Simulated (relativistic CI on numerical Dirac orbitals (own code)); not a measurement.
# Crystal-field levels of Cr⁺, 3d5

Calculated by Dirac-Coulomb-Breit CI, KLI orbitals optimised for each configuration, QED by a radiative potential, valence Slater integrals scaled by 0.65, one configuration in a parametric crystal field (own radial code).

Field parameters in Wybourne normalisation: Oh B⁴₀ = 21Dq, B⁴₄ = √(5/14) B⁴₀. The field is a parameter set, without covalency.

S and J are read from ⟨S²⟩ = S(S + 1) and ⟨J²⟩ = J(J + 1) of each level; they are not fictitious spins.

Oh, 10Dq = 2400 cm⁻¹, the lowest 16 levels:

```
E (cm⁻¹)  Degeneracy  Irrep     S     J
     0.0           6  Γ7+Γ8  2.50  2.50
   15109           2     Γ7  1.50  4.14
   15115           4     Γ8  1.50  4.15
   15137           4     Γ8  1.50  3.83
   15155           2     Γ6  1.50  3.57
   16169           2     Γ7  1.50  2.92
   16186           4     Γ8  1.50  3.90
   16209           2     Γ6  1.50  5.23
   16213           4     Γ8  1.50  5.09
   16425           4     Γ8  1.50  4.34
   16426           2     Γ7  1.50  4.39
   16430           4     Γ8  1.50  4.34
   16432           2     Γ6  1.50  4.21
   19890           4     Γ8  1.50  2.71
   20002           4     Γ8  1.50  2.56
   20021           2     Γ7  1.50  3.02
```

Oh, 10Dq = 4300 cm⁻¹, the lowest 10 levels:

| E (cm⁻¹) | Degeneracy | Irrep | S | J |
| --- | --- | --- | --- | --- |
| 0.0 | 6 | Γ7+Γ8 | 2.50 | 2.50 |
| 13440 | 2 | Γ7 | 1.50 | 3.97 |
| 13449 | 4 | Γ8 | 1.50 | 3.98 |
| 13480 | 4 | Γ8 | 1.50 | 3.62 |
| 13503 | 2 | Γ6 | 1.50 | 3.35 |
| 15584 | 2 | Γ7 | 1.50 | 2.94 |
| 15607 | 4 | Γ8 | 1.50 | 3.83 |
| 15652 | 2 | Γ6 | 1.50 | 5.02 |
| 15655 | 4 | Γ8 | 1.50 | 4.94 |
| 16423 | 4 | Γ8 | 1.50 | 4.37 |

Oh, 10Dq = 6200 cm⁻¹, the lowest 10 levels:

| E (cm⁻¹) | Degeneracy | Irrep | S | J |
| --- | --- | --- | --- | --- |
| 0.0 | 6 | Γ7+Γ8 | 2.50 | 2.50 |
| 11664 | 2 | Γ7 | 1.49 | 3.89 |
| 11679 | 4 | Γ8 | 1.50 | 3.90 |
| 11718 | 4 | Γ8 | 1.50 | 3.53 |
| 11744 | 2 | Γ6 | 1.50 | 3.25 |
| 14578 | 2 | Γ7 | 1.35 | 3.43 |
| 14606 | 4 | Γ8 | 1.44 | 3.81 |
| 14680 | 2 | Γ6 | 1.50 | 4.75 |
| 14682 | 4 | Γ8 | 1.50 | 4.69 |
| 14811 | 2 | Γ7 | 0.76 | 4.67 |

Oh, 10Dq = 8100 cm⁻¹, the lowest 16 levels:

| E (cm⁻¹) | Degeneracy | Irrep | S | J |
| --- | --- | --- | --- | --- |
| 0.0 | 2 | Γ7 | 2.50 | 2.50 |
| 0.0 | 4 | Γ8 | 2.50 | 2.50 |
| 9822 | 2 | Γ7 | 1.47 | 3.88 |
| 9859 | 4 | Γ8 | 1.49 | 3.85 |
| 9911 | 4 | Γ8 | 1.50 | 3.49 |
| 9941 | 2 | Γ6 | 1.50 | 3.20 |
| 11272 | 2 | Γ7 | 0.56 | 4.87 |
| 11540 | 4 | Γ8 | 0.53 | 4.57 |
| 13338 | 2 | Γ7 | 1.50 | 3.03 |
| 13354 | 4 | Γ8 | 1.49 | 3.66 |
| 13364 | 2 | Γ6 | 1.50 | 4.48 |
| 13365 | 4 | Γ8 | 1.50 | 4.42 |
| 16400 | 4 | Γ8 | 1.48 | 4.41 |
| 16416 | 2 | Γ7 | 1.49 | 4.40 |
| 16420 | 2 | Γ6 | 1.49 | 4.37 |
| 16428 | 4 | Γ8 | 1.50 | 4.39 |

Principal g values of the ground doublet: 3.34, 3.34, 3.34.

Oh, 10Dq = 10000 cm⁻¹, the lowest 16 levels:

```tsv
E (cm⁻¹)	Degeneracy	Irrep	S	J
0.0	2	Γ7	2.50	2.50
0.0	4	Γ8	2.50	2.50
7484	2	Γ7	0.78	4.63
7795	4	Γ8	0.95	4.24
8076	4	Γ8	1.49	3.56
8114	2	Γ6	1.50	3.18
8198	2	Γ7	1.34	4.07
8205	4	Γ8	1.21	4.04
11832	2	Γ7	1.50	3.06
11833	2	Γ6	1.50	4.29
11834	4	Γ8	1.50	4.04
11835	4	Γ8	1.50	3.80
15572	2	Γ7	0.51	4.96
15682	4	Γ8	0.59	5.41
15849	2	Γ6	0.58	5.32
16362	2	Γ7	1.41	4.49
```

Principal g values of the ground doublet: 3.34, 3.34, 3.34.

The free-ion ground term has S = 5/2. Every field shown keeps that spin.

Levels of this model without a field, named by their leading LS term (the scale mimics covalency, so terms lie below those of the real free ion): ⁶S5/2 0, ⁴G11/2 16415, ⁴G9/2 16429, ⁴G7/2 16435, ⁴G5/2 16435, ⁴P5/2 18905, ⁴P3/2 18924, ⁴P1/2 18944 cm⁻¹.
